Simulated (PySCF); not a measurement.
# Zr: ionisation energy

Zr [Kr] 4d2 5s2 [4d3/2^2, M_J = 2] → Zr⁺ [Kr] 4d2 5s1 [4d3/2^2 5s1/2^1, M_J = 3/2], as a difference of total energies. Computed with PySCF 2.14 in x2c-TZVPall-2c, with the two-component X2C-1e Hamiltonian. Correlated levels: [Ar] 3d10 frozen; the 6 highest virtual spinors dropped. "Screened" scales the spin-orbit matrix elements by Boettger's factors to mimic the two-electron term; Breit and QED terms are absent.

| method | ionisation energy (eV) | error (eV) |
| --- | --- | --- |
| GHF (spin-free) | 5.212 | -1.422 |
| GMP2 (spin-free) | 6.263 | -0.371 |
| GHF (screened spin-orbit) | 5.209 | -1.425 |
| GMP2 (screened spin-orbit) | 6.263 | -0.371 |

Reference: 6.634 eV (measured; NIST Atomic Spectra Database, ionization energies).

The spin-free rows relax to the high-spin LS determinant and lack the spin-orbit shift.

Errors of the correlated levels include the incompleteness of this basis and the frozen core.

The labels give the starting determinants; with spin-orbit coupling the two ends relaxed to ⟨J²⟩ = 7.71, ⟨L²⟩ = 12.08, ⟨S²⟩ = 2.05 and ⟨J²⟩ = 6.41, ⟨L²⟩ = 11.98, ⟨S²⟩ = 3.74.

MP2 underrates the near-degeneracy of ns² with np² in the lower species.

The determinant of Zr and of Zr⁺ mixes levels of different J (the jj label is only the starting occupation), so the difference between spin-free and spin-orbit rows is not the physical spin-orbit shift.
